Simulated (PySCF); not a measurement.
## Correlation energy of Si⁺ (silicon, charge +1)

[Ne] 3s2 3p1, 2P determinant. All numbers are calculated (PySCF 2.14, the spin-free X2C one-electron Hamiltonian (Gaussian nucleus), in x2c-SVPall). Frozen: [Ne]; 3 electrons correlated.

MP2 pair energies summed by pair of shells (mhartree):

```json
{"pair": "3s-3s", "energy": "-20.77", "share (%)": "59.0"}
{"pair": "3s-3p", "energy": "-14.44", "share (%)": "41.0"}
```

Total MP2 correlation energy: -35.21 mhartree.

Same-spin part -2.15 and opposite-spin part -33.06 mhartree; SCS-MP2 scales them by 1/3 and 6/5 to -40.39 mhartree.

| level | correlation energy (mhartree) |
| --- | --- |
| CCSD | -52.92 |
| (T) | -0.66 |
| CCSD(T) | -53.58 |

Diagnostics: T1 = 0.011, D1 = 0.0254, largest double amplitude 0.111.

Cost of the coupled-cluster step: 0.12 s of wall time on 1 thread of Neoverse-N1 (shared host), for 3 correlated electrons.

Iterations:

```
CC2 = 0
CCSD nocc = (np.int64(2), np.int64(1)), nmo = (13, 13)
frozen orbitals [[0, 1, 2, 3, 4], [0, 1, 2, 3, 4]]
max_cycle = 100
direct = 0
conv_tol = 1e-08
conv_tol_normt = 1e-06
diis_space = 8
diis_start_cycle = 0
Init t2, MP2 energy = -0.0352118645096083
Init E_corr(UCCSD) = -0.0352118645099311
cycle = 1  E_corr(UCCSD) = -0.0463426745620368  dE = -0.0111308101  norm(t1,t2) = 0.0548484
cycle = 2  E_corr(UCCSD) = -0.0502116450700287  dE = -0.00386897051  norm(t1,t2) = 0.0231882
cycle = 3  E_corr(UCCSD) = -0.0529184972209521  dE = -0.00270685215  norm(t1,t2) = 0.0106925
cycle = 4  E_corr(UCCSD) = -0.0528994906645943  dE = 1.90065564e-05  norm(t1,t2) = 0.00130608
cycle = 5  E_corr(UCCSD) = -0.0529203695812644  dE = -2.08789167e-05  norm(t1,t2) = 0.000167737
cycle = 6  E_corr(UCCSD) = -0.0529133617091512  dE = 7.00787211e-06  norm(t1,t2) = 2.90575e-05
cycle = 7  E_corr(UCCSD) = -0.0529158623546599  dE = -2.50064551e-06  norm(t1,t2) = 8.18057e-06
cycle = 8  E_corr(UCCSD) = -0.0529152717826477  dE = 5.90572012e-07  norm(t1,t2) = 2.03424e-06
cycle = 9  E_corr(UCCSD) = -0.052915321555727  dE = -4.97730792e-08  norm(t1,t2) = 2.3069e-07
cycle = 10  E_corr(UCCSD) = -0.0529153165308996  dE = 5.02482735e-09  norm(t1,t2) = 3.35668e-08
UCCSD converged
E(UCCSD) = -289.1205053226536  E_corr = -0.05291531653089963
UCCSD(T) correction = -0.000656990065134925
```
